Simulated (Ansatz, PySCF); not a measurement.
Dimer: H2 (SMILES [H][H]) (first 2 atoms) with C4H6 (SMILES C=CC=C); geometry from B3LYP-D3(BJ)/def2-TZVP, rigid monomers moved along the line of their centres of mass till H2···C4 is 2.80 Å.
(charge 0, multiplicity 1):
```xyz
12

H     -0.39781    -0.77197    -0.13853
H     -0.31462    -0.32971     0.45481
C      0.87878     1.46673     2.34738
C     -0.03068     0.75719     3.01772
C      0.09809    -0.65655     3.32052
C     -0.81519    -1.36687     3.98428
H      1.79273     1.01134     1.98379
H      0.73980     2.51936     2.14163
H     -0.93686     1.24425     3.36740
H      1.00392    -1.14397     2.97065
H     -0.67888    -2.42055     4.18647
H     -1.72994    -0.91126     4.34561
```

Monomers are frozen at their geometry in the pair; levels with a basis set take the counterpoise correction.

Run with Ansatz (an electronic-structure program); PySCF for the dispersion terms. Each number belongs to the level named beside it.

**Question.** What is the computed interaction energy (PBE0-D3(BJ)/def2-TZVPPD)?

**Answer.** -0.5 kcal/mol

**Question.** What is the computed interaction energy (HF/aug-cc-pVDZ)?

**Answer.** 1.2 kcal/mol

**Question.** What interaction energy does r2SCAN-D4/def2-TZVPPD give?

**Answer.** -0.2 kcal/mol
